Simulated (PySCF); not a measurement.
CH8N2O2Si, SMILES CN[Si](O)(O)N.

Coordinates come from a B3LYP-D3(BJ)/def2-SVP optimisation. This is a generated structure with no PubChem entry under its InChIKey; it may be hypothetical. One conformer was computed; it need not be the lowest.

Vertical ionisation energy (IE) and electron affinity (EA) in eV. Rows of orbital energies are one-electron estimates. Where ΔSCF, EOM or ADC give a negative EA the extra electron is unbound and the value depends on the basis.

```tsv
level	IE	EA
−ε(HOMO), −ε(LUMO), PBE0/def2-TZVP (PySCF)	6.71	-0.66
−ε(HOMO), −ε(LUMO), PBE/def2-TZVP (PySCF)	?	?
```

Q: What belongs in the gaps? (Estimate from the structure and the level; the computed values follow.)

A: 
- −ε(HOMO), −ε(LUMO), PBE/def2-TZVP (PySCF), IE: 5.30
- −ε(HOMO), −ε(LUMO), PBE/def2-TZVP (PySCF), EA: 0.20
